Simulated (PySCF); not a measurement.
**Spin states of GaN⁺**

Unrestricted PBE0; PySCF, no relativity, basis sets Ga aug-pcseg-1, N aug-pcseg-1. Outer shells of the fragments: Ga+ 3d10 4s2; N 2s2 2p3.

Followed along the bond (rough minima from three points):

| 2Ms+1 | unpaired | ⟨S²⟩ at the start | R at minimum (Å) | Te (eV) |
| --- | --- | --- | --- | --- |
| 4 | σ ↑, π ↑↑ | 3.76 | 2.60 | 0.00 |
| 2 | σ ↓, π ↑↑ | 1.77 | 2.13 | 0.93 |
| 2 | σ ↑, π ↑↓ | 1.77 | 2.33 | 1.10 |

Solutions found at the starting distance of 1.960 Å, counted from the lowest of them; the search is not exhaustive and high or unbound solutions are not listed, so other states can lie among these:

```
2Ms+1   unpaired   term  E (eV)  ⟨S²⟩  ⟨Lz²⟩  μ (D)
    4  σ ↑, π ↑↑    ⁴Σ⁻    0.00  3.76   0.00  -0.58
    2  σ ↓, π ↑↑  mixed    0.63  1.77   0.00  -1.16
    2  σ ↑, π ↑↓  mixed    0.91  1.77   2.01  -0.90
    2        π ↑     ²Π    1.89  0.90   1.01  -2.90
    2        σ ↑  mixed    2.63  0.76   2.00  -0.97
    2        π ↑     ²Π    3.57  0.75   1.00   2.38
```

A term symbol is given only where ⟨S²⟩ and ⟨Lz²⟩ are close to those of a pure state; real π, δ and φ orbitals otherwise mix terms. A positive dipole points towards N; it is taken about the centre of mass and depends on that origin.

**Question.** Compare the gap between the two lowest followed solutions at the starting distance with the gap between their minima.

**Answer.** At PBE0 the second solution (Ms = 0.5 of mixed spin, unpaired electrons σ ↓, π ↑↑) lies +0.63 eV from the first (quartet, unpaired electrons σ ↑, π ↑↑) at 1.960 Å and +0.93 eV at the minima; the two curves relax by different amounts, since their minima lie near 2.13 and 2.60 Å.

Spin–orbit coupling is left out. Counting both spins, an empty level lies below a filled one in some of these solutions, because spin and occupation are held.
